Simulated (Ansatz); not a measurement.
`C=[CH][GaH2]` + HBr → `[GaH2][Br]` + `C=C` at 500 K and 1 bar (ligand exchange at a Ga–C bond).

Isolated molecules relaxed with PBE0-D4/def2-TZVP in Ansatz; ΔE leaves out vibrations. CBS: MP2 limit from def2 TZ/QZ plus the TZ coupled-cluster correction, frozen cores. This one scheme is used for every species. For Br, Ga outer-core shells are correlated without core-valence functions, which leaves a few kJ/mol of doubt a bond. Scalar relativity is left out up to krypton.

| species | CCSD(T)/CBS energy (Eh) | H − E (kJ/mol) | S (J/(mol·K)) |
| --- | --- | --- | --- |
| `C=[CH][GaH2]` | -2003.00582 | 178.3 | 344.1 |
| HBr | -2573.91920 | 30.5 | 213.7 |
| `[GaH2][Br]` | -4498.49736 | 60.9 | 306.0 |
| `C=C` | -78.48111 | 155.1 | 245.3 |

H − E and S are ideal-gas, rigid-rotor, harmonic terms from PBE0-D4/def2-TZVP. 1 Eh = 2625.50 kJ/mol, R = 8.31446 J/(mol·K).

Task: By hand: ΔE, ΔH, ΔS and ΔG.

Result: ΔE = (-4498.49736) + (-78.48111) − (-2003.00582) − (-2573.91920) = -0.05345 Eh = -140.3 kJ/mol. Δ(H − E) = 60.9 + 155.1 − 178.3 − 30.5 = 7.2, so ΔH = -133.1 kJ/mol. ΔS = 306.0 + 245.3 − 344.1 − 213.7 = -6.5 J/(mol·K). ΔG = -133.1 − 500 × (-6.5)/1000 = -129.8 kJ/mol.

Task: By hand: the equilibrium constant, and the temperature at which ΔG would vanish if ΔH and ΔS stayed fixed.

Result: log₁₀ K = −ΔG/(RT ln 10) = 13.6. ΔG = 0 at ΔH/ΔS = 20477 K, far beyond where these terms or the molecules hold.

The number of gas molecules stays the same, so ΔS is small and ΔH decides. A doubt of 5 kJ/mol in ΔE shifts log₁₀ K by 0.5 here. These are equilibria of isolated gas molecules and say nothing of rates. Largest T1 diagnostic: 0.013 (customary marks: 0.02 for closed shells, 0.045 for open ones).
